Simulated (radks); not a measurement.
All-electron atom: Ba in [Xe] 6s2.

Method: scalar-relativistic Kohn-Sham, LDA (Slater exchange, VWN5 correlation), spin-polarised, spherical densities, finite nucleus; Fermi nuclear charge, rms radius 4.8378 fm; computed with a radial shooting solver on a logarithmic mesh with Libxc functionals.

Energy parts (eV):
part                      energy
total                 -221201.39
kinetic                233436.35
electron-nucleus      -535384.80
Hartree                 85949.68
exchange-correlation    -5202.62

Orbitals (lengths in bohr, moments of r in powers of bohr):
1s: occ. 2; eigenvalue (eV) -37217.06; <r^4> 2.080e-06
2s: occ. 2; eigenvalue (eV) -5883.726; <r^4> 0.0003476
2p: occ. 6; eigenvalue (eV) -5279.185; <r^4> 0.0002527
3s: occ. 2; eigenvalue (eV) -1241.494; <r^4> 0.01446
3p: occ. 6; eigenvalue (eV) -1047.610; <r^4> 0.01511
3d: occ. 10; eigenvalue (eV) -765.1027; <r^4> 0.01276
4s: occ. 2; eigenvalue (eV) -243.2442; <r^4> 0.3847
4p: occ. 6; eigenvalue (eV) -180.6278; <r^4> 0.5118
4d: occ. 10; eigenvalue (eV) -89.6626; <r^4> 0.9168
5s: occ. 2; eigenvalue (eV) -33.8070; <r^4> 13.46
5p: occ. 6; eigenvalue (eV) -18.8098; <r^4> 27.58
5d: occ. 0; eigenvalue (eV) -2.1340; <r^4> 476.7
6s: occ. 2; eigenvalue (eV) -3.3457; <r^4> 983.4
6p: occ. 0; eigenvalue (eV) -1.2784; <r^4> 3410
7s: occ. 0; eigenvalue (eV) -0.0988; <r^4> 146800

The highest occupied level is 6s at -3.346 eV. Summed over all electrons, <r^2> = 95.34 bohr^2, which gives a Langevin (diamagnetic) susceptibility term of -75.5 x 10^-6 cm^3/mol. The density falls to 0.001 e/bohr^3 at r = 5.48 bohr.
